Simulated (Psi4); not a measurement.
Cl$_{3}$In (SMILES [Cl][In]([Cl])[Cl]), singlet, geometry from GFN2-xTB (such geometries of metal compounds can be far from the true shape) (all electrons, no relativity).

The Psi4 input:
```
memory 2 GB

molecule {
0 1
  In   -0.00000000   -0.00000000    0.00000000
  Cl    2.24449596   -0.20389963   -0.44000345
  Cl   -0.90325628   -1.01151285    1.85308124
  Cl   -1.34123968    1.21541248   -1.41307779
}

set basis 3-21g
set scf_type pk

energy('b3lyp')
print_variables()
```

Problem. What does this run give for the nuclear repulsion energy, total energy?

Solution. 
The nuclear repulsion energy is 691.2460 Eh and the total energy comes out as -7091.7708 Eh.
